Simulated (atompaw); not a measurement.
# praseodymium (Pr) PAW (atompaw): all-electron and pseudo phase curves

| Quantity | Value |
| --- | --- |
| Element | Pr |
| Generator | atompaw 4.2.0.5 |
| Type | PAW |
| Functional | PBE |
| Relativity | scalar-relativistic |
| Frozen core | [Kr] 4d10 |
| Valence charge | 13 |
| Reference configuration | 4f3 5s2 5p6 5d0 6s2 6p0 |
| Partial waves | 5s (bound); 6s (bound); 5p (bound); 6p (bound, empty); 5d (bound, empty); 5d channel at 2.15 Ry; 4f (bound); 4f channel at 0.9 Ry |
| Local potential | bessel scheme, radius 2.00 bohr |
| Core correction | smooth core density matched at 1.95 bohr |
| Augmentation charge | sinc compensation charge, radius 2.70 bohr; PAW radius 2.80 bohr; waves and projectors: bloechl |

The phase is arctan(r·u′/u) with u = r·R(r), unwrapped; energies in Ry, scanned from -5 to 5 Ry. A pole is an energy at which the radial function vanishes at the test radius. The pseudo phase is shifted by a multiple of π to meet the all-electron one at the reference energy, and phase errors are pseudo minus all-electron; the curves can meet again beyond the range given. Levels narrower than the energy grid can be missing from the lists of poles.

| channel | radius (bohr) | reference energy (Ry) | poles, all-electron | poles, pseudo | unbroken range about the reference energy with phases within 0.05 rad | phase error 1 Ry above the reference energy (rad) |
| --- | --- | --- | --- | --- | --- | --- |
| s | 2.80 | -0.25 | -2.72, 3.74 | -2.72, 3.36 | below 4.0 | -0.014 |
| p | 2.80 | -0.09 | -1.23 | -1.23, 4.86 | the whole range | -0.001 |
| d | 2.80 | -0.15 | 1.01 | 1.01 | the whole range | -0.000 |
| f | 2.80 | -0.09 | 0.00, 3.91 | 0.00, 4.35 | below 4.4 | +0.000 |

Phases in the f channel:

```tsv
E (Ry)	all-electron	pseudo
-5.00	1.420	1.420
-4.76	1.416	1.417
-4.52	1.413	1.413
-4.28	1.409	1.409
-4.04	1.405	1.405
-3.80	1.400	1.401
-3.56	1.395	1.396
-3.32	1.390	1.391
-3.08	1.384	1.385
-2.84	1.377	1.378
-2.60	1.370	1.371
-2.36	1.362	1.363
-2.12	1.353	1.354
-1.88	1.342	1.343
-1.64	1.329	1.330
-1.40	1.314	1.315
-1.16	1.294	1.296
-0.92	1.268	1.269
-0.68	1.228	1.229
-0.44	1.145	1.146
-0.20	0.664	0.665
0.04	-1.645	-1.645
0.28	-1.826	-1.826
0.52	-1.914	-1.914
0.76	-2.001	-2.001
1.00	-2.115	-2.115
1.24	-2.295	-2.294
1.48	-2.616	-2.608
1.72	-3.170	-3.142
1.96	-3.770	-3.728
2.20	-4.141	-4.103
2.44	-4.344	-4.310
2.68	-4.464	-4.432
2.92	-4.543	-4.512
3.16	-4.599	-4.568
3.40	-4.643	-4.610
3.64	-4.678	-4.643
3.88	-4.709	-4.670
4.12	-4.736	-4.693
4.36	-4.762	-4.713
4.60	-4.788	-4.731
4.84	-4.814	-4.748
```
